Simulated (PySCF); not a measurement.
**Ionisation energy of Br²⁺ by level of theory**

Br²⁺ [Ar] 3d10 4s2 4p3 (4S) → Br³⁺ [Ar] 3d10 4s2 4p2 (3P), as a difference of total energies. All numbers are calculated (PySCF 2.14, scalar relativity by spin-free X2C-1e, in x2c-QZVPPall (11s8p5d4f1g, 97 functions)). Correlated levels: valence: [Ar] 3d10 frozen; valence and next inner shell: [Ne] frozen. The calculations carry no spin-orbit coupling.

```csv
method,ionisation energy (eV)
UHF,34.644
LDA,35.304
PBE0,35.229
r2SCAN,35.446
B2PLYP,35.086
M06-2X,35.059
revPBE,35.073
r2SCAN0,35.456
ROHF,34.741
MP2 (valence),35.209
SCS-MP2 (valence),35.051
MP2 (valence and next inner shell),35.391
```

Problem. Estimate what SCS-MP2 (valence and next inner shell) gives.

Solution. 35.182 eV, closest to MP2 (valence) among the rows shown.

Problem. Estimate what PBE gives.

Solution. 35.117 eV, closest to B2PLYP among the rows shown.

A first-order spin-orbit estimate (lowest level to lowest level, LS coupling) adds -0.425 eV.

Errors of the correlated levels include the incompleteness of this basis and the frozen core.

For comparison: 34.871 ± 0.019 eV (measured; NIST Atomic Spectra Database, ionization energies).
